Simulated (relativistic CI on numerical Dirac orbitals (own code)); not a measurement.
**Mn⁶⁺ in a cubic cluster: 3s photoemission with charge transfer**

Computed with a charge-transfer multiplet model of a cubic metal-ligand cluster with up to 2 ligand holes, Slater and spin-orbit integrals from Dirac-Coulomb-Breit ions, Slater integrals scaled by 0.9. The ground state mixes d1 with configurations of k ligand holes L, whose averages lie at kΔ + k(k − 1)U_dd/2; a core hole lowers each added d electron by U_cd. 300 K, Lorentzian 1.4 eV and Gaussian 0.8 eV FWHM.

Atomic integrals in eV (Slater integrals scaled, ζ unscaled), ground: F2dd 11.938, F4dd 7.546, zeta_d 0.064; with the core hole: F2dd 11.938, F4dd 7.546, zeta_d 0.072, G2cd 12.343. Where a configuration has fewer than two d electrons, the dd integrals are those of d2.

Cluster parameters (eV): Δ = -0.3, U_cd = 8.6, 10Dq = 2.25, 10Dq(ligand) = 0.5, V(eg) = 3.6, V(t2g) = -1.79, final-state hopping factor = 1.

```csv
Case,n_d,d1,d2L,d3L2,S
U_dd = 4.9 eV,2.00,0.22,0.55,0.23,0.50
U_dd = 5.6 eV,1.98,0.23,0.55,0.21,0.50
U_dd = 6.3 eV,1.96,0.24,0.56,0.20,0.50
U_dd = 7 eV,1.94,0.25,0.56,0.19,0.50
U_dd = 9.1 eV,1.89,0.27,0.57,0.16,0.50
```

Weights, n_d and S are thermal averages at 300 K. Binding energies count from the first peak over 30 % of the highest in each spectrum, which can be another peak from case to case. The parameters are a model scan and need not match a compound or its usual spin state. Peaks in eV (height, largest 100):
- U_dd = 4.9 eV: 0.0 (100), 5.0 (33), 7.8 (19), 18.4 (8)
- U_dd = 5.6 eV: 0.0 (100), 5.1 (33), 8.0 (18), 18.2 (8)
- U_dd = 6.3 eV: 0.0 (100), 5.1 (32), 8.0 (17), 18.0 (8)
- U_dd = 7 eV: 0.0 (100), 5.0 (33), 8.0 (17), 18.0 (8)
- U_dd = 9.1 eV: 0.0 (100), 5.0 (33), 8.2 (14), 11.2 (7), 18.2 (7)

For the case U_dd = 7 eV, Δ = -0.3 eV is smaller than U_dd = 7 eV, the charge-transfer side of the Zaanen-Sawatzky-Allen scheme (negative Δ: between configuration averages a ligand hole costs less than the nominal valence; multiplet and field energies can change this for the lowest states). With the core hole the average of the configuration with one ligand hole lies at Δ − U_cd = -8.9 eV before mixing: the effective hopping of about 7.7 eV (from the holes of the mixed ground state) is comparable with this gap or larger, so the configurations mix strongly.

With at most 2 ligand holes the space is cut while the next configuration still counts, so covalency is underestimated, and a final configuration with one more ligand hole, which can lie low, is missing from the spectra.

Without intra-shell correlation the exchange splitting of the 3s hole comes out too large.
